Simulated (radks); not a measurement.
Results of a calculation; reference values are marked as such.
Cl13+, configuration [He] 2s2. Level of theory: Dirac Kohn-Sham, PBE, spin-unpolarised, spherical densities, finite nucleus; Fermi nuclear charge, rms radius 3.3654 fm (a radial shooting solver on a logarithmic mesh with Libxc functionals).

Unscreened Slater integrals over Kohn-Sham orbitals (eV). Large and small components are both included. Empty in this configuration: 2p1/2.

integral,value
"F0(2s1/2,2s1/2)",63.722
"F0(2s1/2,1s1/2)",89.205
"G0(2s1/2,1s1/2)",8.7894
"F0(2s1/2,2p1/2)",67.852
"G1(2s1/2,2p1/2)",38.414
"F0(1s1/2,1s1/2)",283.33
"F0(1s1/2,2p1/2)",100.76
"G1(1s1/2,2p1/2)",18.301
"F0(2p1/2,2p1/2)",74.413
